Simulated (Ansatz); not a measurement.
Basis-set series for BrH3InNS, SMILES `[NH2][In]([SH])[Br]`. Charge 0, multiplicity 1. In takes the def2 core potential. Geometry: relaxed with PBE0-D4/def2-TZVP. It is one conformer, not always the lowest.

Cartesian coordinates in Å:
```
N 1.462 0.827 0.433
In -0.277 0.004 -0.132
S -0.635 -2.300 -0.535
Br -2.127 1.551 -0.655
H 2.080 0.255 0.991
H 1.395 1.749 0.841
H -1.897 -2.086 -0.943
```

```
functional       basis  functions  energy (Eh)  HOMO (eV)  LUMO (eV)
   PBE0-D4  def2-TZVPP        213  -3218.68841      -7.62      -1.74
   PBE0-D4  def2-QZVPP        388  -3218.75834      -7.65      -1.82
   ωB97M-V  def2-TZVPP        213  -3218.94308      -9.86       0.10
   ωB97M-V  def2-QZVPP        388  -3219.01035      -9.91      -0.11
```

(1) Give the rows for def2-SVP. (Estimate.)

## Answers

(1) Computed: 
| functional | basis | functions | energy (Eh) | HOMO (eV) | LUMO (eV) |
| --- | --- | --- | --- | --- | --- |
| PBE0-D4 | def2-SVP | 105 | -3218.15486 | -7.39 | -1.53 |
| ωB97M-V | def2-SVP | 105 | -3218.40954 | -9.61 | 0.41 |

Positive LUMOs are unbound and depend on the basis. Scalar relativity is left out up to krypton.
